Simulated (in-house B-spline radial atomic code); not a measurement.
Computed with a B-spline radial atomic code. Model: two electrons, singlet ground state, non-relativistic, full CI in B-splines with partial waves to l = 8 (at full coupling up to 3e-4 hartree above the limit, correlation up to 0.6 % small), density held at that of full coupling by Lieb maximisation.

Along the adiabatic connection the electron repulsion is scaled by a coupling λ while a local potential keeps the density fixed. At λ = 0 the system is the Kohn-Sham one and W equals the exchange energy; the exchange-correlation energy is the area under W between 0 and 1. The kinetic energy rises with λ as the electrons avoid each other, with dT/dλ = −λ dW/dλ.

Command:
```bash
python run_ac.py task.json out
```
Settings (lengths in bohr, energies in hartree):
```
potential              coulomb
strength               1.7
lmax                   8
```

Run time, properties included: 38 s on 1 thread of Intel(R) Xeon(R) Processor @ 2.30GHz (shared host).

**W = mean repulsion less Hartree energy, and W of three functionals.**

Given: confinement point charge; nuclear charge 1.7; external potential -Z/r.

Computed: PBE exchange minus exact 6.8724 millihartree; SCAN exchange minus exact -5.6128 millihartree.

| coupling | W xc (hartree) | W xc minus exchange (millihartree) | kinetic minus Kohn-Sham (millihartree) | LDA (PW92) W minus its exchange (millihartree) | PBE W minus its exchange (millihartree) | SCAN W minus its exchange (millihartree) |
| --- | --- | --- | --- | --- | --- | --- |
| 0 | -0.83589 | 0 | 0 | 0 | 0 | 0 |
| 0.02 | -0.83783 | -1.948 | 0.02 | -11.35 | -1.73 | -1.81 |
| 0.05 | -0.84072 | -4.831 | 0.12 | -23.01 | -4.35 | -4.45 |
| 0.12 | ? | ? | ? | ? | ? | ? |
| 0.25 | -0.85877 | -22.888 | 2.8 | -71.73 | -21.6 | -20.54 |
| 0.4 | -0.87112 | -35.232 | 6.8 | -96.78 | -33.79 | -31.35 |
| 0.6 | -0.88618 | -50.291 | 14.3 | -123.5 | -48.89 | -44.45 |
| 0.8 | -0.89983 | -63.945 | 23.84 | -145.48 | -62.74 | -56.32 |
| 1 | -0.91226 | -76.371 | 35 | -164.25 | -75.46 | -67.17 |
| 1.4 | -0.934 | -98.116 | 60.97 | -195.23 | -98.04 | -86.33 |
| 2 | -0.96051 | -124.63 | 105.72 | -231.1 | -126.22 | -110.21 |
| 3 | -0.99341 | -157.53 | 187.01 | -274.56 | -162.66 | -141 |
| 4.5 | -1.0268 | -190.9 | 310.38 | -319.26 | -202.05 | -173.9 |
| 7 | ? | ? | ? | ? | ? | ? |
| 10 | -1.0852 | -249.35 | 706.79 | -404.35 | -280.5 | -235.15 |

Task: What belongs in the row 0.12?

Result: W xc (hartree): -0.84726; W xc minus exchange (millihartree): -11.374; kinetic minus Kohn-Sham (millihartree): 0.67; LDA (PW92) W minus its exchange (millihartree): -43.54; PBE W minus its exchange (millihartree): -10.48; SCAN W minus its exchange (millihartree): -10.34.

Task: What belongs in the row 7?

Result: W xc (hartree): -1.0608; W xc minus exchange (millihartree): -224.95; kinetic minus Kohn-Sham (millihartree): 502.25; LDA (PW92) W minus its exchange (millihartree): -367.32; PBE W minus its exchange (millihartree): -245.94; SCAN W minus its exchange (millihartree): -209.22.

Task: What is the LDA exchange minus exact?

Result: 114 millihartree.

**Energy parts, natural occupations and partial-wave weights.**

Computed: exchange energy -0.83589 hartree; kinetic part of the DFT correlation energy 0.035 hartree; initial slope twice GL2 -0.097951 hartree; kinetic part over minus potential part 0.4583; Hartree energy 1.6718 hartree; Kohn-Sham kinetic 1.9454 hartree; Lieb Oxford ratio E_xc over LDA exchange 1.2152.

| natural | occupation of the shell (electrons) |
| --- | --- |
| s | 1.9766 |
| s | ? |
| p | 0.010408 |
| d | 0.00040775 |
| p | 0.00031567 |
| s | 0.00017261 |

Task: What belongs in the row s?

Result: occupation of the shell (electrons): 0.011908.

```csv
wave,weight
s,0.99436
p,0.0053763
d,0.00022745
f,?
g,6.8536e-06
```

Task: What belongs in the row f?

Result: weight: 3.0306e-05.

Task: What is the total energy?

Result: -1.9806 hartree.

Task: What is the correlation energy?

Result: -0.04137 hartree.

Half-way to full coupling W has made 56 % of its drop, against 50 % for a straight line, and second-order (GL2) theory, half the initial slope, overshoots the correlation energy by about 18 %: a moderate bend, as in light atoms. Over couplings 0 to 1 the errors in E_xc come to about +52 millihartree for LDA, +8.0 millihartree for PBE, -0.9 millihartree for SCAN, so SCAN is nearest. In LDA and SCAN the errors of exchange and correlation have opposite signs, so the sum is smaller than the larger of the two.
